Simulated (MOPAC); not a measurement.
Input for MOPAC: PM7 on CuS, 2S+1 = 2, a spin state set in the input, which need not be the lowest, a point of a bond scan (R = 2.038 Å).

```
PM7 1SCF PRECISE CHARGE=0 UHF MS=0.5 THREADS=1
CuS

Cu     0.00000000 1     0.00000000 1     0.00000000 1
S      0.00000000 1     0.00000000 1     2.03808100 1
```

The log:

```
*******************************************************************************
 **                                                                           **
 **                              MOPAC v23.2.5                                **
 **                                                                           **
 *******************************************************************************
 ** MOPAC's Digital Object Identifier: https://doi.org/10.5281/zenodo.6511958 **
 **                                                                           **
 ** Please cite the open-source release paper for use of this MOPAC version:  **
 ** J. E. Moussa and J. J. P. Stewart (2026)                                  **
 ** MOPAC: An open-source semiempirical molecular orbital program             **
 ** J. Open Source Softw., 11(119), 8025, https://doi.org/10.21105/joss.08025 **
 *******************************************************************************

                              PM7 CALCULATION RESULTS

 *******************************************************************************
 *  PM7        - The PM7 Hamiltonian to be used
 *  UHF        - UNRESTRICTED HARTREE-FOCK CALCULATION
 *
 *
 *
 *                 CHARGE ON SYSTEM = 0
 *
 *
 *
 *  MS=        - IN MECI, MAGNETIC COMPONENT OF SPIN =  0.5
 *  PRECISE    - TIGHTER CRITERIA TO BE USED
 *  1SCF       - DO 1 SCF AND THEN STOP
 *  THREADS=1  - MULTI-THREADING NOT USED
 *  T=         - A TIME OF 172800.0 SECONDS REQUESTED
 *  DUMP=N     - RESTART FILE WRITTEN EVERY 7200.0 SECONDS REQUESTED
 *******************************************************************************
PM7 1SCF PRECISE CHARGE=0 UHF MS=0.5 THREADS=1
 CuS

   ATOM   CHEMICAL          X               Y               Z
  NUMBER   SYMBOL      (ANGSTROMS)     (ANGSTROMS)     (ANGSTROMS)

     1      Cu          0.00000000  *   0.00000000  *   0.00000000  *
     2       S          0.00000000  *   0.00000000  *   2.03808100  *



          CARTESIAN COORDINATES

    NO.       ATOM           X           Y           Z

     1        Cu          0.0000      0.0000      0.0000
     2         S          0.0000      0.0000      2.0381

 General Reference for PM7:
 "Optimization of Parameters for Semiempirical Methods VI: More Modifications to the
 NDDO Approximations and Re-optimization of Parameters", J. J. P. Stewart, J. Mol. Mod., 1:32, 19 (2013)
 https://link.springer.com/article/10.1007/s00894-012-1667-x

           Empirical Formula: Cu S  =     2 atoms



      MOLECULAR POINT GROUP   :   C*v


          UHF CALCULATION, NO. OF ALPHA ELECTRONS =    9
                           NO. OF BETA  ELECTRONS =    8

 -------------------------------------------------------------------------------
 PM7 1SCF PRECISE CHARGE=0 UHF MS=0.5 THREADS=1
 CuS



     1SCF WAS SPECIFIED, SO BFGS WAS NOT USED
     SCF FIELD WAS ACHIEVED


                              PM7 CALCULATION
                                                       MOPAC v23.2.5 Linux




          FINAL HEAT OF FORMATION =         57.03923 KCAL/MOL =     238.65213 KJ/MOL


          COSMO AREA              =         71.27 SQUARE ANGSTROMS
          COSMO VOLUME            =         53.64 CUBIC ANGSTROMS

          IONIZATION POTENTIAL    =          8.170101 EV
          ALPHA SOMO LUMO (EV)    =         -8.442 -0.147
          BETA  SOMO LUMO (EV)    =         -8.170 -1.470
          NO. OF ALPHA ELECTRONS  =          9
          NO. OF BETA  ELECTRONS  =          8
          MOLECULAR WEIGHT        =         95.6060         POINT GROUP:  C*v

          MOLECULAR DIMENSIONS (Angstroms)

            Atom       Atom       Distance
            S     2   Cu     1     2.03808
            S     2   Cu     1     0.00000
           Cu     1    S     2     0.00000


          SCF CALCULATIONS        =          1





   ATOM   CHEMICAL          X               Y               Z
  NUMBER   SYMBOL      (ANGSTROMS)     (ANGSTROMS)     (ANGSTROMS)

     1      Cu          0.00000000  *   0.00000000  *   0.00000000  *
     2       S          0.00000000  *   0.00000000  *   2.03808100  *

                             CARTESIAN COORDINATES

   1   Cu        0.000000000     0.000000000     0.000000000
   2    S        0.000000000     0.000000000     2.038081000


           Empirical Formula: Cu S  =     2 atoms



      MOLECULAR POINT GROUP   :   C*v


          ALPHA EIGENVALUES
 -25.41647 -10.62915  -9.29535  -9.29512  -9.29293  -9.28132  -9.26253  -8.94291
  -8.44205  -0.14660  -0.08962   0.12986   0.30217   0.47370   3.39403  28.06281
  28.08258  29.22671


           BETA EIGENVALUES
 -22.77858 -10.35423  -9.30278  -9.30257  -9.28700  -9.28477  -9.26688  -8.17010
  -1.47002   0.32788   0.44201   0.56294   0.71856   0.72205   3.46231  28.05848
  28.08320  29.25285


              NET ATOMIC CHARGES AND DIPOLE CONTRIBUTIONS

  ATOM NO.   TYPE          CHARGE      No. of ELECS.   s-Pop       p-Pop       d-Pop
    1         Cu           0.559630       10.4404     0.38773     0.05384     9.99880
    2          S          -0.559630        6.5596     1.94703     4.45657     0.15603
 DIPOLE           X         Y         Z       TOTAL
 POINT-CHG.     0.000     0.000    -5.478     5.478
 HYBRID         0.000     0.000     0.571     0.571
 SUM            0.000     0.000    -4.907     4.907


          ATOMIC ORBITAL ELECTRON POPULATIONS

     Atom    s        px        py        pz      x^2-y^2     xz        z^2       yz        xy
    1 Cu   0.38773   0.00436   0.00210   0.04739   2.00000   2.00000   1.99975   1.99906   2.00000
    2  S   1.94703   1.92888   0.96253   1.56517   0.00215   0.06677   0.05079   0.03631   0.00000


                    (SZ)    =    0.500000
                    (S**2)  =    0.766734


          ATOMIC ORBITAL SPIN POPULATIONS

    Atom   Total    s     px     py     pz   x^2-y^2  xz     z^2    yz     xy
         Atomic
    1 Cu -0.0103 -0.013 -0.000  0.002 -0.000 -0.000  0.000  0.000  0.001 -0.000
    2  S  1.0103  0.007 -0.035  0.961 -0.006  0.001  0.035  0.012  0.036  0.000

 **********************
 *                    *
 * JOB ENDED NORMALLY *
 *                    *
 **********************




 == MOPAC DONE ==
```

The run finished.

Cost: roughly 0.04 core-seconds.
